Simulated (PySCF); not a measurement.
Species: C2H6FPSi2.
Numbering: `[CH:1]#[C:2][Si@@H:3]([F:4])[PH:5][SiH3:6]` (hydrogens: H7 on C1; H8 on Si3; H9 on P5; H10, H11, H12 on Si6)

Geometry (GFN2-xTB, Å), atoms numbered from 1 in this order:
```xyz
12
C2H6FPSi2 angstrom
C     -2.195   -1.548    0.554
C     -1.760   -0.433    0.438
Si    -1.017    1.243    0.184
F     -0.601    1.775    1.650
P      0.842    1.273   -1.050
Si     2.050   -0.382   -0.156
H     -2.591   -2.516    0.677
H     -2.013    2.191   -0.300
H      0.300    0.529   -2.081
H      2.726    0.187    1.006
H      1.251   -1.545    0.241
H      3.011   -0.775   -1.188
```

The calculation used TDDFT B3LYP/def2-SVPD, vertical, gas phase, core orbitals frozen in the response in PySCF 2.14.0, density-fitted response routines.

Ground-to-excited transition dipoles (e·a0, same axes as the geometry; the sign carries no meaning), for the states with f of 0.002 or more among the lowest 7:

| state | E (eV) | μx | μy | μz |
| --- | --- | --- | --- | --- |
| S1 | 5.125 | -0.319 | -0.115 | 0.143 |
| S2 | 5.782 | 0.202 | 0.361 | -0.282 |
| S3 | 5.830 | -0.344 | -0.254 | 0.298 |
| S4 | 6.157 | 0.186 | 0.291 | -0.092 |
| S5 | 6.242 | 0.424 | -0.144 | 0.112 |
| S6 | 6.342 | -0.037 | -0.485 | 0.125 |
| S7 | 6.372 | -0.148 | -0.036 | 0.080 |

(1) Work out the oscillator strengths.

(2) What angle do the transition dipoles of S2 and S3 make?

Results:

(1) f = (2/3) ΔE |μ|² with ΔE in hartree (27.2114 eV).

```tsv
state	|μ|² (au)	|μ| (D)	f
S1	0.135	0.93	0.017
S2	0.251	1.27	0.036
S3	0.272	1.32	0.039
S4	0.128	0.91	0.019
S5	0.213	1.17	0.033
S6	0.253	1.28	0.039
S7	0.030	0.44	0.005
```

(2) |cos θ| = |μa·μb| / (|μa| |μb|) = 0.94, so θ ≈ 20° (taken between 0 and 90°, since the signs are arbitrary).

On one thread, Arm Neoverse V2 (aarch64) (shared host), this took 19 s wall and 0.74 GiB of memory at its peak.

One conformer stands for the species.
